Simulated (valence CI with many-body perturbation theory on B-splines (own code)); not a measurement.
## E1 transitions of Pr51+

Computed by relativistic CI+MBPT: six valence electrons over a frozen Dirac-Fock core [He], a basis of 9 s, 9 p, 8 d, 6 f, 3 g, 1 h functions for each j, with the one-electron correlation potential Σ1, the two-electron term Σ2, the three-electron term Σ3, Breit, model QED; selected CI, second order for the rest, scaled by the run's own slope (own B-spline code, finite nucleus).

No measured spectrum was set against this ion. As an estimate, large intervals hold to a few tenths of a per cent, small ones and those within an open d or f shell to about a per cent. Among the levels kept, up to 2400 cm⁻¹ of a level comes from second order outside the variational space, and about a tenth of that is noise between levels of different J, which matters for small intervals.

Lines 1 to 50 of 207 in falling wavelength, among levels below 6245.3 eV, chosen from the strongest by gf and those to the six lowest levels. Wavelengths and rates use the calculated energies. Electric multipoles are in the length gauge with retardation, E1 and E2 with the static RPA response of the core. Weak lines are less certain than strong ones. Lines between different terms over intervals too small for the method are left out, as are lines whose strength nearly cancels. The highest levels of a list are the least certain.

Levels are named by their leading jj configuration (3d3/2^4 stands for four electrons in 3d with j = 3/2), which in mixed levels can hold well under half, so a name can repeat and another be missing. Letters in brackets count levels of one name in rising energy.

```
λ vac (Å)                               Upper                               Lower   A (s⁻¹)  S (a.u.)
    172.6      (2s 2p1/2^2 2p3/2^2 3p1/2) J=3     (2s 2p1/2^2 2p3/2^2 3s) J=2 [a]  1.76e+09  3.12e-02
    159.7      (2s 2p1/2^2 2p3/2^2 3p1/2) J=2         (2s 2p1/2^2 2p3/2^2 3s) J=3  3.16e+09  3.18e-02
    155.5      (2s^2 2p1/2 2p3/2^2 3p1/2) J=3     (2s^2 2p1/2 2p3/2^2 3s) J=2 [b]  4.47e+09  5.80e-02
    152.6  (2s^2 2p1/2 2p3/2^2 3p1/2) J=1 [b]     (2s^2 2p1/2 2p3/2^2 3s) J=1 [b]  5.79e+09  3.05e-02
    152.5      (2s^2 2p1/2^2 2p3/2 3p1/2) J=2         (2s^2 2p1/2^2 2p3/2 3s) J=1  4.26e+09  3.73e-02
    148.9  (2s^2 2p1/2 2p3/2^2 3p1/2) J=2 [a]     (2s^2 2p1/2 2p3/2^2 3s) J=1 [a]  3.69e+09  3.00e-02
    146.2  (2s^2 2p1/2 2p3/2^2 3p1/2) J=1 [a]     (2s^2 2p1/2 2p3/2^2 3s) J=2 [a]  8.25e+09  3.82e-02
    144.5      (2s^2 2p1/2 2p3/2^2 3p1/2) J=3         (2s^2 2p1/2 2p3/2^2 3s) J=3  4.75e+09  4.95e-02
    143.3      (2s^2 2p1/2^2 2p3/2 3p1/2) J=1         (2s^2 2p1/2^2 2p3/2 3s) J=2  8.86e+09  3.86e-02
    140.3      (2s^2 2p1/2^2 2p3/2 3p1/2) J=2         (2s^2 2p1/2^2 2p3/2 3s) J=2  6.24e+09  4.26e-02
    134.3  (2s^2 2p1/2 2p3/2^2 3p1/2) J=2 [a]     (2s^2 2p1/2 2p3/2^2 3s) J=2 [a]  5.75e+09  3.44e-02
    128.1      (2s 2p1/2^2 2p3/2^2 3p1/2) J=3  (2s^2 2p1/2 2p3/2^2 3p3/2) J=3 [b]  2.52e+09  1.83e-02
    125.9      (2s^2 2p1/2^2 2p3/2 3d3/2) J=3      (2s^2 2p1/2^2 2p3/2 3p3/2) J=3  2.70e+09  1.86e-02
    122.5  (2s^2 2p1/2 2p3/2^2 3d3/2) J=3 [b]         (2s 2p1/2^2 2p3/2^2 3s) J=3  3.37e+09  2.14e-02
    113.5  (2s^2 2p1/2 2p3/2^2 3d3/2) J=3 [a]  (2s^2 2p1/2 2p3/2^2 3p3/2) J=3 [a]  3.63e+09  1.84e-02
    110.3  (2s^2 2p1/2 2p3/2^2 3p1/2) J=2 [b]         (2s^2 2p1/2 2p3/2^2 3s) J=3  1.59e+10  5.27e-02
    107.8      (2s^2 2p1/2 2p3/2^2 3p1/2) J=0     (2s^2 2p1/2 2p3/2^2 3s) J=1 [b]  2.75e+10  1.70e-02
    104.4      (2s^2 2p1/2^2 2p3/2 3d5/2) J=2      (2s^2 2p1/2^2 2p3/2 3p3/2) J=2  8.97e+09  2.52e-02
    102.6      (2s^2 2p1/2^2 2p3/2 3d5/2) J=1      (2s^2 2p1/2^2 2p3/2 3p3/2) J=0  1.35e+10  2.15e-02
    94.39      (2s^2 2p1/2^2 2p3/2 3d5/2) J=4      (2s^2 2p1/2^2 2p3/2 3p3/2) J=3  3.37e+10  1.26e-01
    94.09      (2s^2 2p1/2^2 2p3/2 3d5/2) J=3      (2s^2 2p1/2^2 2p3/2 3p3/2) J=2  2.85e+10  8.21e-02
    93.15      (2s^2 2p1/2 2p3/2^2 3d5/2) J=3  (2s^2 2p1/2 2p3/2^2 3p3/2) J=2 [a]  2.54e+10  7.11e-02
    90.38      (2s^2 2p1/2 2p3/2^2 3d5/2) J=4  (2s^2 2p1/2 2p3/2^2 3p3/2) J=3 [a]  3.06e+10  1.00e-01
    89.19      (2s^2 2p1/2 2p3/2^2 3d5/2) J=3  (2s^2 2p1/2 2p3/2^2 3p3/2) J=3 [a]  6.34e+09  1.55e-02
    88.60      (2s^2 2p1/2^2 2p3/2 3d5/2) J=2      (2s^2 2p1/2^2 2p3/2 3p3/2) J=1  2.40e+10  4.12e-02
    81.00      (2s^2 2p1/2^2 2p3/2 3d5/2) J=3      (2s^2 2p1/2^2 2p3/2 3p3/2) J=3  7.09e+09  1.30e-02
    76.89      (2s^2 2p1/2^2 2p3/2 3d5/2) J=1      (2s^2 2p1/2^2 2p3/2 3p3/2) J=1  2.82e+10  1.90e-02
    69.74                  (2s^2 2p3/2^4) J=0            (2s 2p1/2^2 2p3/2^3) J=1  7.43e+08  1.24e-04
    57.71  (2s^2 2p1/2 2p3/2^2 3p3/2) J=1 [a]     (2s^2 2p1/2 2p3/2^2 3s) J=2 [b]  9.69e+10  2.76e-02
    57.41  (2s^2 2p1/2 2p3/2^2 3p3/2) J=3 [b]     (2s^2 2p1/2 2p3/2^2 3s) J=2 [b]  6.19e+10  4.04e-02
    56.72  (2s^2 2p1/2 2p3/2^2 3p3/2) J=2 [a]     (2s^2 2p1/2 2p3/2^2 3s) J=1 [a]  7.08e+10  3.19e-02
    56.00      (2s^2 2p1/2 2p3/2^2 3p3/2) J=0     (2s^2 2p1/2 2p3/2^2 3s) J=1 [a]  1.83e+11  1.59e-02
    55.92  (2s^2 2p1/2 2p3/2^2 3p3/2) J=3 [a]     (2s^2 2p1/2 2p3/2^2 3s) J=2 [a]  1.17e+11  7.06e-02
    55.89      (2s^2 2p1/2^2 2p3/2 3p3/2) J=1         (2s^2 2p1/2^2 2p3/2 3s) J=1  1.54e+11  3.97e-02
    55.83  (2s^2 2p1/2 2p3/2^2 3p3/2) J=3 [b]         (2s^2 2p1/2 2p3/2^2 3s) J=3  4.43e+10  2.66e-02
    55.30  (2s^2 2p1/2 2p3/2^2 3p3/2) J=2 [b]     (2s^2 2p1/2 2p3/2^2 3s) J=1 [b]  6.06e+10  2.53e-02
    55.09  (2s^2 2p1/2 2p3/2^2 3d3/2) J=2 [b]  (2s^2 2p1/2 2p3/2^2 3p1/2) J=2 [b]  8.57e+10  3.53e-02
    54.53  (2s^2 2p1/2 2p3/2^2 3p3/2) J=1 [c]     (2s^2 2p1/2 2p3/2^2 3s) J=1 [b]  3.73e+10  8.95e-03
    54.47  (2s^2 2p1/2 2p3/2^2 3p3/2) J=2 [a]     (2s^2 2p1/2 2p3/2^2 3s) J=2 [a]  9.10e+10  3.63e-02
    54.45  (2s^2 2p1/2 2p3/2^2 3d3/2) J=1 [b]  (2s^2 2p1/2 2p3/2^2 3p1/2) J=2 [b]  8.65e+10  2.07e-02
    54.39      (2s^2 2p1/2 2p3/2^2 3p3/2) J=4         (2s^2 2p1/2 2p3/2^2 3s) J=3  2.12e+11  1.52e-01
    54.35  (2s^2 2p1/2 2p3/2^2 3d3/2) J=3 [b]  (2s^2 2p1/2 2p3/2^2 3p1/2) J=2 [b]  8.24e+10  4.57e-02
    54.19      (2s^2 2p1/2^2 2p3/2 3p3/2) J=3         (2s^2 2p1/2^2 2p3/2 3s) J=2  2.14e+11  1.18e-01
    54.16      (2s^2 2p1/2^2 2p3/2 3p3/2) J=1         (2s^2 2p1/2^2 2p3/2 3s) J=2  3.95e+10  9.29e-03
    53.82  (2s^2 2p1/2 2p3/2^2 3p3/2) J=1 [c]         (2s^2 2p1/2 2p3/2^2 3s) J=0  1.01e+11  2.32e-02
    53.29      (2s^2 2p1/2^2 2p3/2 3d3/2) J=2      (2s^2 2p1/2^2 2p3/2 3p1/2) J=2  7.39e+10  2.76e-02
    53.15         (2s 2p1/2^2 2p3/2^2 3s) J=3     (2s^2 2p1/2 2p3/2^2 3s) J=2 [b]  2.76e+10  1.43e-02
    52.91  (2s^2 2p1/2 2p3/2^2 3d3/2) J=2 [a]  (2s^2 2p1/2 2p3/2^2 3p1/2) J=2 [a]  8.21e+10  3.00e-02
    52.88  (2s^2 2p1/2 2p3/2^2 3p3/2) J=1 [a]     (2s^2 2p1/2 2p3/2^2 3s) J=1 [a]  8.26e+10  1.81e-02
    52.88      (2s^2 2p1/2^2 2p3/2 3d3/2) J=2      (2s^2 2p1/2^2 2p3/2 3p1/2) J=1  7.96e+10  2.90e-02
```
